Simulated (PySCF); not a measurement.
C₂H₄ClFOSi, SMILES F[Si@](C=O)(C)Cl. Atoms are numbered in the order given.

```xyz
10

C     -1.3348    -0.9819     1.0512
Si    -0.2670    -0.0973    -0.1629
F     -0.8938    -0.1688    -1.6610
Cl    -0.0423     1.8928     0.3000
C      1.4850    -0.8619    -0.2214
O      1.7470    -1.7836     0.5189
H     -1.4333    -2.0396     0.7613
H     -2.3363    -0.5292     1.1046
H     -0.8728    -0.9428     2.0496
H      2.2663    -0.4531    -0.9175
```

Geometry: ωB97X-D3(BJ)/def2-SVP. The structure was generated by enumeration; whether it is a known compound was not checked. One conformer was computed; it need not be the lowest.

Two levels are set side by side: PBE/pcSseg-1 (PySCF) and PBE0/pcSseg-1 (PySCF). GIAO shifts against CFCl3 (¹⁹F), H2O (¹⁷O), HCl (³⁵Cl), TMS (²⁹Si), TMS (¹H), TMS (¹³C) at the same level; non-relativistic, no solvent, atoms listed together averaged. Without spin–orbit terms, shifts of atoms bonded to Cl or Br come out too high at both levels. Differences are taken from unrounded values.

| quantity | PBE0 | PBE | PBE minus PBE0 |
|---|---|---|---|
| δ(¹³C) of C1 (ppm) | -0.5 | -0.6 | -0.1 |
| δ(²⁹Si) of Si2 (ppm) | -4.3 | -4.8 | -0.5 |
| δ(¹⁹F) of F3 (ppm) | -161.3 | -177.7 | -16.3 |
| δ(³⁵Cl) of Cl4 (ppm) | 50.0 | 72.0 | 21.9 |
| δ(¹³C) of C5 (ppm) | 239.8 | 238.6 | -1.2 |
| δ(¹⁷O) of O6 (ppm) | 929.5 | 903.5 | -26.0 |
| δ(¹H) of H10 (ppm) | 11.67 | 11.89 | 0.22 |

Rough cost on one machine, each run with all the roots and properties that it gave: PBE0 against PBE within a factor of 2.
